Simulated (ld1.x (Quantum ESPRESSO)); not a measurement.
## Reading a pseudo-wave (carbon (C))

Columns: radius, all-electron u(r) and pseudo u(r) of the 2p shell (level -5.42 eV) of carbon in the configuration [He] 2s2 2p2; LDA (PZ), non-relativistic, TM scheme, ld1.x (Quantum ESPRESSO) 7.5.

```csv
r (bohr),all-electron,pseudo
0.118,0.0631,0.0216
0.235,0.1847,0.0830
0.353,0.3144,0.1778
0.470,0.4290,0.2927
0.588,0.5235,0.4158
0.705,0.5955,0.5313
0.822,0.6472,0.6285
0.940,0.6813,0.7005
1.058,0.7002,0.7438
1.175,0.7067,0.7603
1.292,0.7035,0.7555
1.410,0.6929,0.7358
1.528,0.6765,0.7073
1.645,0.6562,0.6754
1.763,0.6328,0.6429
1.880,0.6076,0.6119
1.998,0.5811,0.5824
2.115,0.5541,0.5543
2.232,0.5269,0.5269
2.350,0.4997,0.4997
2.468,0.4729,0.4729
2.585,0.4470,0.4470
2.702,0.4218,0.4218
2.820,0.3973,0.3973
2.938,0.3737,0.3737
3.055,0.3514,0.3514
```

(1) How many radial nodes do the two functions have?

(2) At about which radius was the pseudo-wave matched?

(3) Where does each function peak?

(4) Is the pseudo-wave norm-conserving?

Results:

(1) The all-electron 2p function has n − l − 1 = 0; the pseudo-wave has 0.

(2) 2.35 bohr. The columns agree to 0.0005 from 2.12 bohr on; several derivatives are matched, so the curves merge somewhat inside the radius.

(3) Outermost all-electron maximum near 1.18 bohr, pseudo maximum near 1.18 bohr (to the table’s step).

(4) Yes: the TM scheme keeps the norm inside the radius equal to the all-electron one, which fixes the energy derivative of the logarithmic derivative at the level.
